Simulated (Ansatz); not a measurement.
Coupled-cluster diagnostics for GaH2(OiPr) (C3H9GaO), Ansatz.

Geometry of the singlet (r2SCAN-D4/def2-SVP):

```tsv
atom	x (Å)	y (Å)	z (Å)
C1	-0.669	0.392	0.203
C2	-1.132	-1.029	-0.101
C3	-0.162	1.112	-1.042
Ga4	1.929	-0.339	1.214
O5	0.304	0.404	1.234
H6	2.677	-0.093	2.552
H7	2.420	-1.113	-0.050
H8	-1.534	0.959	0.601
H9	-0.306	-1.622	-0.530
H10	-1.963	-1.034	-0.825
H11	-1.475	-1.523	0.821
H12	0.179	2.126	-0.783
H13	0.684	0.562	-1.490
H14	-0.951	1.197	-1.806
```

Correlated methods freeze 13 core orbitals; core or outer-core shells of Ga are correlated, in sets that lack core-valence functions. Another isomer (singlet) lies 0.46 eV lower at PBE0-D4/def2-TZVP; other spin states weren't run for this one.

(1) Estimate the CCSD(T) correlation energy, the shares of MP2 and (T), T1 and the reference's ⟨S²⟩ for: charge 0, singlet, own geometry in def2-SVP; and the rough time on 4 threads of Arm Neoverse V2 on a shared host.

Answers

(1) 
```csv
state,basis,correlation (eV),MP2 share (%),(T) share (%),T1,⟨S²⟩ (pure),wall time
"charge 0, singlet, own geometry",def2-SVP,-24.772,92.1,2.9,0.014,0.00 (0.00),22 s
```
Customary marks for T1 are 0.02 (closed shells), 0.045 (open shells) and about 0.05 (3d metals). T1 stays under 0.02 throughout.
